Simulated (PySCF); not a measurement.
# Computed structure and properties of [Yb(HCN)]2+

System: [Yb(HCN)]2+ (singlet); start: template (C∞v). Method: PySCF 2.14.0, RKS PBE0, Yb def2-SVP with ECP28, N def2-SVP, C def2-SVP, H def2-SVP; non-relativistic Hamiltonian with scalar-relativistic core potentials where named; density fitting; no spin-orbit coupling.

Input of the relaxation:

```python
mol = gto.M(atom='''
Yb     0.00000    -0.00000    -0.43229
N      0.00000     0.00000     2.18521
C      0.00000     0.00000     3.34521
H      0.00000     0.00000     4.41521''',
    basis={'Yb': 'def2-SVP', 'N': 'def2-SVP', 'C': 'def2-SVP', 'H': 'def2-SVP'},
    ecp={'Yb': 'def2-SVP'},
    charge=2, spin=0)
mf = dft.RKS(mol, xc='PBE0')
mf.grids.atom_grid = (50, 194)  # f atoms: unpruned, at least (60, 302)
mf = mf.density_fit()  # fitting sets: Yb def2-universal-JKFIT, N def2-universal-JKFIT, C def2-universal-JKFIT, H def2-universal-JKFIT
mf.conv_tol = 1e-08; mf.max_cycle = 55
mf.kernel(dm0)  # dm0: converged density of the start geometry
# quasi-Newton relaxation in Cartesian coordinates to a largest gradient under 0.00045 Eh/bohr, steps kept in the point group
```

Run from Python with OMP_NUM_THREADS=2; the lines above give its settings. Where DIIS fails, smearing, a level shift and second-order steps follow.
It took 24 s on 2 threads of Arm Neoverse V2, on a shared host, from the converged density of the start.

Course of the relaxation:

```tsv
step	energy above end (eV)	largest force component within the symmetry (eV/Å)
0	0.2034	2.040
1	0.1202	1.970
2	0.0204	1.109
3	0.0026	0.819
4	0.0002	0.067
5	0.0000	0.025
6	0.0000	0.004
```

Relaxed geometry (C∞v):

```xyz
4

Yb    0.0000    0.0000   -0.2293
N     0.0000    0.0000    2.1134
C     0.0000    0.0000    3.2667
H     0.0000    0.0000    4.3625
```

```json
{"contact": "Yb1–N2 (HCN)", "Å": "2.343"}
```

On the finer grid (75, 302):

```
HOMO                                                          : -18.30 eV
LUMO                                                          : -11.86 eV
Dipole about the centre of mass                               : 3.38 D
Set of Mulliken populations of Yb1 outside the core potential : s 4.07, p 12.04, d 10.12, f 14.00
D3(BJ) dispersion energy (not in the energies)                : -0.084 eV
```

```json
{"atom": "Yb1", "Mulliken (e)": "1.77", "Löwdin (e)": "1.58", "spin (e)": "0.00"}
{"atom": "N2", "Mulliken (e)": "-0.21", "Löwdin (e)": "-0.02", "spin (e)": "0.00"}
{"atom": "C3", "Mulliken (e)": "0.20", "Löwdin (e)": "0.32", "spin (e)": "0.00"}
{"atom": "H4", "Mulliken (e)": "0.24", "Löwdin (e)": "0.13", "spin (e)": "0.00"}
```

On the grid (50, 194), as all that follows. Harmonic modes: a minimum; lowest 211 cm⁻¹ (negative: unstable), highest 3341 cm⁻¹, zero-point energy 0.496 eV.

Taking off one HCN (charge 0, singlet; the rest: singlet) in vacuum, both parts rigid, costs 2.84 eV; the small basis without counterpoise inflates it. Parting with an electron moved from the ligand to the metal can be far cheaper, even downhill.

Rigid scan of HCN along the line from its metal:

```json
{"distance to N2 (Å)": "2.04", "energy (eV)": "0.509"}
{"distance to N2 (Å)": "2.14", "energy (eV)": "0.194"}
{"distance to N2 (Å)": "2.24", "energy (eV)": "0.042"}
{"distance to N2 (Å)": "2.34", "energy (eV)": "0.000"}
{"distance to N2 (Å)": "2.44", "energy (eV)": "0.031"}
{"distance to N2 (Å)": "2.54", "energy (eV)": "0.110"}
{"distance to N2 (Å)": "2.74", "energy (eV)": "0.342"}
```

One start shape was tried, so this needn't be the lowest isomer.
